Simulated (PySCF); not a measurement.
Steps of a relaxation of [Y(H2O)2]3+

[Y(H2O)2]3+ (singlet). PySCF 2.14.0, RKS PBE0, Y def2-SVP with ECP28, O def2-SVP, H def2-SVP; non-relativistic Hamiltonian with scalar-relativistic core potentials where named; density fitting; no spin-orbit coupling. Origin of the start: displaced along the imaginary mode. Columns: position (Å) and force (eV/Å). Energies are counted from the last step; some of the 28 steps are shown. Forces carry noise of the integration grid, about 0.01 to 0.03 eV/Å.

Run from Python with OMP_NUM_THREADS=2. Where DIIS fails, smearing, a level shift and second-order steps follow.
It took 51 s on 2 threads of Intel(R) Xeon(R) Platinum 8488C (Sapphire Rapids), on a shared host, from the converged density of the start.

```xyz
7
step 0  E = 0.222 eV
Y    -0.0679   -0.0261    0.0000    -0.08   -0.02    0.00
O     0.1605    0.0618    2.2119     0.05    0.01    0.06
H     0.7681    0.6236    2.7694    -0.10   -0.10   -0.13
H    -0.3256   -0.4701    2.9027     0.09    0.10   -0.14
O     0.1604    0.0616   -2.2119     0.06    0.03   -0.05
H     0.7756   -0.4505   -2.8064    -0.07    0.06    0.13
H    -0.3181    0.6432   -2.8657     0.05   -0.07    0.13
```

```xyz
7
step 9  E = 0.064 eV
Y    -0.8099   -0.1774   -0.0041     0.33    0.07   -0.02
O     0.1614    0.0489    1.9711    -0.51   -0.42    0.09
H     0.9280    0.5822    2.2898     0.32    0.25   -0.12
H    -0.1273   -0.4022    2.8183     0.03    0.11   -0.31
O     0.1767    0.0815   -1.9710    -0.71    0.40    0.05
H     0.9766   -0.3277   -2.3682     0.53   -0.31    0.02
H    -0.1524    0.6381   -2.7360     0.01   -0.10    0.30
```

```xyz
7
step 18  E = 0.002 eV
Y    -1.0570   -0.2709   -0.0111    -0.02   -0.02    0.00
O     0.1402    0.0166    1.7812    -0.01    0.00    0.02
H     0.9866    0.5232    1.8984     0.04    0.02   -0.02
H    -0.0466   -0.3171    2.6992    -0.01   -0.01    0.03
O     0.1547    0.1010   -1.7794     0.05   -0.01   -0.03
H     1.0498   -0.2643   -2.0154    -0.02    0.01    0.02
H    -0.0747    0.6550   -2.5729    -0.01    0.01   -0.03
```

Where does the relaxation end?

It converges at step 27 in C1:
```xyz
7
step 27  E = 0
Y    -1.0234   -0.2919   -0.0116
O     0.1414    0.0077    1.8034
H     1.0394    0.4204    1.9122
H    -0.1107   -0.2275    2.7373
O     0.1539    0.1092   -1.8009
H     1.0759   -0.1880   -2.0271
H    -0.1235    0.6135   -2.6133
```

How did the contacts change?


```json
{"contact": "Y1–O2 (H2O)", "start (Å)": "2.225", "end (Å)": "2.177"}
{"contact": "Y1–O5 (H2O)", "start (Å)": "2.225", "end (Å)": "2.179"}
```
